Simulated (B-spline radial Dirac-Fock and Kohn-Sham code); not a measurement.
ΔSCF core binding energies without Breit or QED terms, calculated with an atomic code on a B-spline grid.

A sound run for the Pr²⁺ ion in the configuration [Xe] 4f3: The ground state converged in 11 iterations, with total energy -9237.62366 Ha, virial ratio 1.92983 and highest orbital energy -21.27 eV. ΔSCF binding energies: K (1s) 42169.9 eV, L3 (2p3/2) 5993.2 eV, M5 (3d5/2) 947.9 eV.

A second run, with one unsound setting: The ground state converged in 11 iterations, with total energy -8458.32389 Ha, virial ratio 2.06551 and highest orbital energy -23.39 eV. ΔSCF binding energies: K (1s) 33379.3 eV, L3 (2p3/2) 6046.9 eV, M5 (3d5/2) 963.4 eV.

```
iter   energy (Ha)        error
   1    -8442.86064995  2.67e+00
   2    -8451.13185442  6.68e-01
   3    -8457.87966115  1.62e-01
   4    -8458.29138390  5.57e-02
   5    -8458.31788126  1.56e-02
   6    -8458.32271139  9.24e-03
   7    -8458.32380385  2.28e-03
   8    -8458.32387840  6.53e-04
   9    -8458.32388551  6.02e-05
  11    -8458.32388557  8.84e-08
```

Question: Which fault fits the second run best?
A. too few iterations
B. overfilled shell
C. functional not served
D. nuclear radius in wrong units

Answer: D. The input had radius_factor = 100.0: radius_factor inflates the nucleus far beyond its size, which weakens the binding of the inner electrons.
